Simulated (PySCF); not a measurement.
A GIAO shielding run with PySCF 2.14.0 with density-fitted response routines (density fitting, non-relativistic, gas phase) on SMILES COC[SiH2]N, C2H9NOSi:

```
$ OMP_NUM_THREADS=1 python probes_run.py task.json out

{"job": {"kind": "nmr", "xc": "PBE0", "basis": "6-31G", "pop": true}, "charge": 0, "multiplicity": 1}
C     -2.227044     0.477035     0.126262
O     -0.859238     0.385990     0.376602
C     -0.248676    -0.738328    -0.206508
Si     1.596025    -0.615993     0.196777
N      2.069466     0.947834    -0.377677
H     -2.603250     1.388588     0.612644
H     -2.444540     0.540263    -0.958765
H     -2.779560    -0.393373     0.532962
H     -0.687167    -1.684658     0.175219
H     -0.392001    -0.743912    -1.307888
H      1.776904    -0.863893     1.667165
H      2.361323    -1.676885    -0.529451
H      1.408904     1.690349    -0.164874
H      3.021061     1.273151    -0.247729
```

Hardware: 1 thread of an Arm Neoverse V2, shared host. The job also computes population analyses, field gradients.

Question: How large is the calculation?

Answer: 50 electrons, 67 basis functions and 626 auxiliary functions.

Question: How long does it take, and how much memory does it need?

Answer: 5.5 s of wall time, with 12 SCF cycles and 4 response iterations; peak memory 0.45 GiB. Times on a shared host scatter by some tens of per cent.

Question: And these other runs on the same molecule and hardware: GIAO shielding at B97-2/pcSseg-1; GIAO shielding at BHandHLYP/pcSseg-1; GIAO shielding at CAM-B3LYP/pcSseg-1; GIAO shielding at LC-wPBE/pcSseg-1; GIAO shielding at PBE0/STO-3G; GIAO shielding at PBE0/pcSseg-1?

Answer: B97-2/pcSseg-1: 137 functions, 9.7 s; BHandHLYP/pcSseg-1: 137 functions, 9.6 s; CAM-B3LYP/pcSseg-1: 137 functions, 13 s; LC-wPBE/pcSseg-1: 137 functions, 18 s; PBE0/STO-3G: 38 functions, 2.7 s; PBE0/pcSseg-1: 137 functions, 9.7 s.
